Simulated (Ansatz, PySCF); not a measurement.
Molecule: C3H7O2, charge 1, multiplicity 1. It need not be the lowest isomer of its formula. 
Structure (B3LYP-D3(BJ)/def2-TZVP (Ansatz, a quantum-chemistry and plane-wave program) minimum search):
```
C
H 1 1.0906
H 1 1.0906 2 111.52
C 1 1.5006 2 112.91 3 128.39
H 4 1.0888 1 111.21 2 54.85
H 4 1.0888 5 109.75 1 -123.48
H 4 1.0915 5 108.32 6 -118.08
O 1 1.5120 2 105.89 3 -114.72
C 8 1.2539 1 123.23 2 59.26
O 9 1.2791 8 127.53 1 0.00
H 10 0.9754 9 116.18 8 0.00
H 9 1.0877 8 117.17 1 180.00
```
Charge +1, spin multiplicity 1.

Total electronic energies in hartree. Cores are frozen in the correlated levels unless marked. Spin-orbit coupling is left out. Non-relativistic unless marked X2C. CBS marks a two-point X^-3 extrapolation of the correlation energy; Hartree-Fock from the larger set. [CCSD(T)-MP2]/basis is that difference in the basis named.

```json
[
 {"level": "HF/STO-3G", "program": "Ansatz", "energy (Eh)": "-263.76721"},
 {"level": "HF/cc-pVDZ", "program": "Ansatz", "energy (Eh)": "-267.16821"},
 {"level": "HF-D4/def2-TZVPD", "program": "PySCF + dftd4", "energy (Eh)": "-267.28042"},
 {"level": "PBE-D3(BJ)/def2-TZVPD", "program": "Ansatz + dftd3", "energy (Eh)": "-268.49371"},
 {"level": "r2SCAN/def2-TZVPD", "program": "Ansatz", "energy (Eh)": "-268.65732"},
 {"level": "PBE0/def2-TZVPD", "program": "Ansatz", "energy (Eh)": "-268.49909"},
 {"level": "r2SCANh/def2-TZVPD", "program": "Ansatz", "energy (Eh)": "-268.64197"},
 {"level": "MP2/6-31G", "program": "Ansatz", "energy (Eh)": "-267.50924"},
 {"level": "MP2/cc-pVDZ", "program": "Ansatz", "energy (Eh)": "-267.94000"},
 {"level": "SCS-MP2/STO-3G", "program": "Ansatz", "energy (Eh)": "-264.04096"},
 {"level": "SCS-MP2/cc-pwCVTZ", "program": "Ansatz", "energy (Eh)": "-268.22141"},
 {"level": "CCSD/cc-pVTZ", "program": "Ansatz", "energy (Eh)": "-268.24348"},
 {"level": "CCSD/cc-pwCVTZ", "program": "Ansatz", "energy (Eh)": "-268.25861"},
 {"level": "X2C-CCSD(T)/cc-pVTZ-DK", "program": "Ansatz", "energy (Eh)": "-268.43113"},
 {"level": "RI-MP2/CBS(cc-pVTZ,cc-pVQZ)+[CCSD(T)-MP2]/cc-pVTZ", "program": "Ansatz", "energy (Eh)": "-268.4178"}
]
```

Totals of different functionals don't rank their quality; only differences between species are comparable.
